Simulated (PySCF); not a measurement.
TeSI₂: fields on a plane

All numbers come from PBE0/[Te def2-SVP with ECP28, S def2-SVP, I def2-SVP with ECP28], scalar-relativistic core potentials, density fitting, no spin–orbit coupling, PySCF.

The singlet minimum has Te–I 2.787 Å (×2), Te–S 2.222 Å; I–Te–I 97.8°, I–Te–S 107.5° (×2).

The plane holds Te1 at (0.00, 0.00), S2 at (2.22, 0.00), I3 at (-0.84, 2.66) Å. Columns run from x = -2.85 to 4.65 Å, rows from y = 4.95 (top) to -1.95 Å, in steps of 0.3 Å. Other isomers or separated fragments may lie lower. Core electrons replaced by a potential are absent, the electrostatic potential uses the reduced nuclear charge, and values within about 0.7 Å of such atoms have no physical meaning.

**Question.** Give the electron density (e/Å³) (cut at 5 e/Å³). Lower edges of the bins (e/Å³): '_' 0.000, '.' 0.030, ':' 0.076, '-' 0.151, '=' 0.268, '+' 0.455, '*' 0.750, '#' 1.218, '%' 1.960, '@' 3.136; top 5.00, each point printed twice.

**Answer.** 
```
____________________________________________________
____________________________________________________
__________..........________________________________
______....::::--::::....____________________________
____..::--==========--::..__________________________
__..::--==++**##**++==::..__________________________
__..::==**%%@@@@@@**++--::..________________________
__..--++**@@@@@@@@%%++==::..________________________
__..--++##@@@@@@@@%%++==::..________________________
__..--==**@@@@@@@@##++--::..________________________
__..::==++**##%%##++==--::..________________________
__....--==++++++++====--::..............____________
____..::::--==========--::::::::::--::::..__________
______....::--==++++++==------========--::..________
________..::--++**####**++====++******++--::..______
________..::==**@@@@@@@@**++++**##%%##**==::..______
________..--++##@@@@@@@@##****##@@@@@@**++--..______
________..--++##@@@@@@@@##****##@@@@@@**++--..______
________..--==**@@@@@@@@**++++**##%%##**==::..______
________..::--++**####**++====++******++--::..______
__________..::--==++====------========--::..________
____________..::::----::::::::::::--::::..__________
______________..........................____________
____________________________________________________
```

**Question.** Give the lowest empty orbital (Å^-3/2) at -3.79 eV (cut at ±0.3; overall sign arbitrary). Lower edges of the bins (Å^-3/2): '0' -0.300, '1' -0.240, '2' -0.180, '3' -0.120, '4' -0.060, '5' 0.000, '6' 0.060, '7' 0.120, '8' 0.180, '9' 0.240; top 0.30.

**Answer.** 
```
44444444444444444444444444
44444333444444444444444444
44433333334444444444444444
44333222334444444444555555
44332111234444445555555555
44322112234455555555555555
44332255445555555555555555
44433497456555555555555555
44445423277655555555555555
45556643687655555555555555
55566788876555555555555555
55556777765545555555555555
55555655433344556665555555
55555443211234566766555544
55544421000124577776554444
55444321265224577765444444
55444322598534674044444444
55444433443445555932334444
55554444433555553211234444
55555555666665543212334444
55555556677765543323344444
55555556666665544333444444
55555556666665544444444444
55555555666555554444444444
```
